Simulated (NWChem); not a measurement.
System: CH$_{4}$BeS$_{2}$; SMILES C[S][Be][SH]

```xyz
8

Be     0.2760    -0.4723     0.0234
S     -0.0846    -2.3445     0.0552
H     -0.0905    -2.4358    -1.2954
S      0.6577     1.3868     0.0122
C     -1.0212     2.1245     0.0136
H     -1.5935     1.8298    -0.8756
H     -0.8846     3.2139    -0.0045
H     -1.5774     1.8570     0.9216
```
Atoms are numbered in this order, from 1.

Results from NWChem. Pople sets run with spherical d functions. Structure relaxed at the PBE0/def2-SVP level. Vertical excitations in the gas phase; the lowest state need not have the same character in each row.

```tsv
level	lowest excitation, singlet (eV)	oscillator strength of that lowest state	lowest state with f > 0.02, singlet (eV)	oscillator strength of that bright state	lowest triplet (eV)	orbital gap (eV)
PBE/6-31+G*, TDA	4.51	0.001	4.88	0.021	4.23	4.43
B3LYP/6-31+G*, TDA	[?]	0.001	[?]	[?]	[?]	[?]
Hartree-Fock/6-31+G*, CIS	5.80	0.001	6.43	0.041	5.28	10.67
```

### Question
Complete the blanks.

### Answer

- B3LYP/6-31+G*, TDA, lowest excitation, singlet (eV): 4.78
- B3LYP/6-31+G*, TDA, lowest state with f > 0.02, singlet (eV): 5.32
- B3LYP/6-31+G*, TDA, oscillator strength of that bright state: 0.030
- B3LYP/6-31+G*, TDA, lowest triplet (eV): 4.50
- B3LYP/6-31+G*, TDA, orbital gap (eV): 5.92
